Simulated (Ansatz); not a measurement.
Steps of a relaxation of CH$_{3}$Cl$_{2}$F$_{2}$MoN (`C[N]=[Mo]([F])([F])([Cl])[Cl]`) with RKS PBE-D4/def2-SVP.

```sh
$ ansatz run in.yaml --threads 4 --pin off --events-out ev --progress --plain --max-ram 11315MiB
```

```yaml
crystal:
  periodic: [false, false, false]
  atoms:
    - {symbol: C, position_ang: [0.454300, -1.864200, -0.001900]}
    - {symbol: N, position_ang: [-0.309700, -0.619100, -0.387400]}
    - {symbol: Mo, position_ang: [-0.057900, 1.364100, 0.182400]}
    - {symbol: F, position_ang: [-1.809600, 0.741100, -0.252100]}
    - {symbol: F, position_ang: [-0.865300, 2.917200, -0.947200]}
    - {symbol: Cl, position_ang: [-1.338000, 2.857300, 1.459600]}
    - {symbol: Cl, position_ang: [2.311700, 0.791700, -0.335400]}
    - {symbol: H, position_ang: [1.373400, -1.456300, 0.475400]}
    - {symbol: H, position_ang: [-0.270000, -2.358700, 0.704600]}
    - {symbol: H, position_ang: [0.594100, -2.424300, -0.894900]}
basis:
  gaussian: {orbitals: def2-SVP}
hamiltonian: {xc: pbe, dispersion: d4}
relax: {f_tol: 0.03, max_steps: 200}
```

Positions (Å) and forces (eV/Å) along the path, 13 of 13 steps:

```xyz
10
step=1 energy=-34878.4896 eV
C     0.454   -1.864   -0.002   -2.074    3.211    1.106
N    -0.310   -0.619   -0.387    3.634    1.056    1.608
Mo   -0.058    1.364    0.182   -2.642   -1.730   -3.942
F    -1.810    0.741   -0.252   -1.932    1.894    0.130
F    -0.865    2.917   -0.947    2.283   -2.474   -0.421
Cl   -1.338    2.857    1.460    1.023   -0.861    2.058
Cl    2.312    0.792   -0.335   -1.709    0.917    0.734
H     1.373   -1.456    0.475    0.269   -0.693    0.085
H    -0.270   -2.359    0.705    0.698   -0.231   -0.123
H     0.594   -2.424   -0.895    0.451   -1.090   -1.235
10
step=2 energy=-34881.3163 eV
C     0.446   -1.818    0.008   -1.071    2.097    0.011
N    -0.219   -0.550   -0.355    1.637    1.576    1.567
Mo   -0.157    1.322    0.051   -2.194   -2.868   -1.862
F    -1.958    0.823   -0.271   -1.074    1.340   -0.229
F    -0.735    2.812   -1.054    1.379   -1.645   -0.371
Cl   -1.228    2.765    1.595    1.189   -0.870    0.847
Cl    2.178    0.875   -0.279   -0.604    1.138    0.392
H     1.401   -1.506    0.494    0.176   -0.504    0.034
H    -0.242   -2.355    0.710    0.359    0.016   -0.069
H     0.596   -2.418   -0.897    0.203   -0.282   -0.319
10
step=3 energy=-34882.7502 eV
C     0.425   -1.742    0.009   -0.335   -0.046   -0.117
N    -0.177   -0.455   -0.276    1.473   -5.384    0.104
Mo   -0.248    1.166   -0.019   -1.742    5.247    0.773
F    -2.086    0.898   -0.313   -0.931    0.521   -0.194
F    -0.627    2.668   -1.106    1.013   -0.759   -1.292
Cl   -1.111    2.668    1.650    1.024   -1.095    0.642
Cl    2.132    0.989   -0.247   -0.364    0.968    0.281
H     1.412   -1.531    0.500   -0.199   -0.148   -0.180
H    -0.225   -2.332    0.704    0.151    0.263   -0.104
H     0.587   -2.379   -0.899   -0.090    0.432    0.087
10
step=4 energy=-34883.8584 eV
C     0.428   -1.762    0.020   -0.171   -0.106   -0.197
N    -0.172   -0.506   -0.241    0.470    0.301    0.639
Mo   -0.328    1.202   -0.016   -0.846    0.280   -0.517
F    -2.166    0.956   -0.352   -0.305    0.571   -0.091
F    -0.534    2.606   -1.260    0.613   -0.820   -0.521
Cl   -1.000    2.574    1.757    0.750   -0.857    0.283
Cl    2.076    1.139   -0.208   -0.650    0.739    0.322
H     1.417   -1.553    0.495    0.034   -0.175   -0.017
H    -0.220   -2.343    0.712    0.127   -0.063    0.073
H     0.581   -2.365   -0.905   -0.022    0.130    0.027
10
step=5 energy=-34884.5479 eV
C     0.424   -1.761    0.030    0.146   -0.217   -0.181
N    -0.148   -0.489   -0.168   -0.175   -0.055    0.483
Mo   -0.403    1.201   -0.050    0.036    0.708   -0.448
F    -2.238    1.042   -0.383   -0.312    0.279   -0.144
F    -0.444    2.507   -1.402    0.228   -0.596   -0.386
Cl   -0.878    2.439    1.827    0.433   -0.618    0.301
Cl    1.985    1.294   -0.148   -0.346    0.521    0.263
H     1.428   -1.589    0.486    0.035   -0.122    0.011
H    -0.204   -2.357    0.724    0.038   -0.056    0.083
H     0.561   -2.339   -0.913   -0.082    0.157    0.017
10
step=6 energy=-34884.9524 eV
C     0.414   -1.759    0.042    0.148    0.081   -0.099
N    -0.156   -0.471   -0.098   -0.156    0.218    0.295
Mo   -0.424    1.227   -0.094    0.139   -0.036   -0.012
F    -2.269    1.112   -0.418   -0.115    0.227   -0.045
F    -0.411    2.408   -1.547    0.148   -0.374   -0.358
Cl   -0.780    2.290    1.900    0.186   -0.479    0.080
Cl    1.939    1.432   -0.077   -0.214    0.323    0.105
H     1.434   -1.614    0.474   -0.010   -0.063   -0.008
H    -0.188   -2.373    0.744   -0.008   -0.031    0.032
H     0.523   -2.305   -0.923   -0.118    0.134    0.010
10
step=7 energy=-34885.1806 eV
C     0.408   -1.741    0.053    0.080    0.060    0.048
N    -0.163   -0.448   -0.022   -0.057    0.127   -0.064
Mo   -0.425    1.242   -0.116    0.004    0.064   -0.060
F    -2.283    1.188   -0.420    0.067    0.166   -0.033
F    -0.363    2.284   -1.686    0.026   -0.469   -0.014
Cl   -0.739    2.131    1.958    0.050   -0.230    0.095
Cl    1.906    1.542   -0.045   -0.038    0.207    0.048
H     1.441   -1.624    0.465   -0.045   -0.035   -0.050
H    -0.179   -2.376    0.752    0.006   -0.023   -0.009
H     0.479   -2.249   -0.935   -0.093    0.132    0.037
10
step=8 energy=-34885.3219 eV
C     0.400   -1.733    0.049    0.030    0.065    0.110
N    -0.127   -0.420   -0.027   -0.009    0.159   -0.197
Mo   -0.403    1.264   -0.111    0.010   -0.179   -0.127
F    -2.264    1.246   -0.391    0.001    0.125    0.028
F    -0.347    2.113   -1.788    0.053   -0.346    0.029
Cl   -0.734    2.027    2.015    0.018   -0.088    0.140
Cl    1.892    1.700   -0.004    0.006    0.173    0.056
H     1.439   -1.663    0.454   -0.050   -0.021   -0.045
H    -0.209   -2.346    0.748    0.010   -0.016   -0.004
H     0.437   -2.239   -0.941   -0.068    0.130    0.010
10
step=9 energy=-34885.4289 eV
C     0.387   -1.730    0.046    0.040    0.038    0.018
N    -0.091   -0.402   -0.062    0.055    0.060   -0.087
Mo   -0.380    1.275   -0.113   -0.013   -0.002   -0.146
F    -2.241    1.321   -0.371    0.004    0.067    0.052
F    -0.308    1.941   -1.869    0.040   -0.232    0.093
Cl   -0.732    1.906    2.074    0.014   -0.068    0.024
Cl    1.864    1.891    0.045   -0.047    0.065    0.045
H     1.440   -1.696    0.412   -0.037   -0.022   -0.026
H    -0.224   -2.303    0.777   -0.011    0.007   -0.007
H     0.368   -2.255   -0.935   -0.044    0.087    0.033
10
step=10 energy=-34885.4736 eV
C     0.380   -1.724    0.052   -0.019    0.026   -0.099
N    -0.049   -0.385   -0.086    0.006    0.156    0.014
Mo   -0.359    1.285   -0.131    0.008   -0.159    0.055
F    -2.215    1.408   -0.363   -0.046    0.022    0.009
F    -0.265    1.779   -1.939    0.036   -0.034    0.051
Cl   -0.717    1.749    2.114   -0.042    0.003   -0.026
Cl    1.807    2.075    0.095    0.043    0.047   -0.049
H     1.448   -1.730    0.364   -0.002   -0.048    0.006
H    -0.230   -2.252    0.816    0.003    0.014    0.015
H     0.283   -2.257   -0.919    0.013   -0.027    0.025
10
step=11 energy=-34885.4721 eV rejected
C     0.376   -1.733    0.036    0.035   -0.104    0.193
N    -0.015   -0.380   -0.070    0.076   -0.313    0.016
Mo   -0.349    1.277   -0.107   -0.005    0.554   -0.140
F    -2.203    1.419   -0.363    0.044   -0.076   -0.037
F    -0.227    1.738   -1.920   -0.084   -0.038   -0.043
Cl   -0.754    1.757    2.119    0.053   -0.025    0.059
Cl    1.789    2.175    0.076   -0.067   -0.072    0.094
H     1.447   -1.792    0.326    0.046    0.037   -0.021
H    -0.221   -2.238    0.828   -0.032   -0.004   -0.044
H     0.240   -2.274   -0.923   -0.065    0.041   -0.077
10
step=12 energy=-34885.4789 eV
C     0.378   -1.727    0.047   -0.008    0.014   -0.035
N    -0.025   -0.378   -0.070    0.018    0.049    0.014
Mo   -0.351    1.286   -0.121    0.006   -0.054    0.022
F    -2.207    1.398   -0.366   -0.023    0.008    0.001
F    -0.251    1.751   -1.936    0.012   -0.010    0.016
Cl   -0.732    1.757    2.117   -0.017    0.003   -0.008
Cl    1.800    2.126    0.094    0.015    0.025   -0.017
H     1.450   -1.766    0.343   -0.006   -0.023   -0.001
H    -0.231   -2.246    0.819    0.001    0.005    0.006
H     0.252   -2.251   -0.925    0.002   -0.018    0.003
10
step=13 energy=-34885.4814 eV
C     0.375   -1.732    0.043    0.001    0.002   -0.002
N     0.007   -0.371   -0.050    0.007   -0.004    0.003
Mo   -0.340    1.288   -0.112    0.005    0.008    0.009
F    -2.196    1.379   -0.370   -0.003   -0.003   -0.001
F    -0.237    1.723   -1.933    0.000    0.004   -0.008
Cl   -0.747    1.769    2.119   -0.004    0.000    0.000
Cl    1.789    2.185    0.096    0.000    0.004    0.000
H     1.450   -1.810    0.318    0.000   -0.005   -0.003
H    -0.233   -2.241    0.822   -0.001    0.001   -0.001
H     0.215   -2.241   -0.931   -0.003   -0.008    0.003
```

Run time 36 s (4 threads of an Arm Neoverse V2 on a shared host); peak host memory 0.23 GiB.
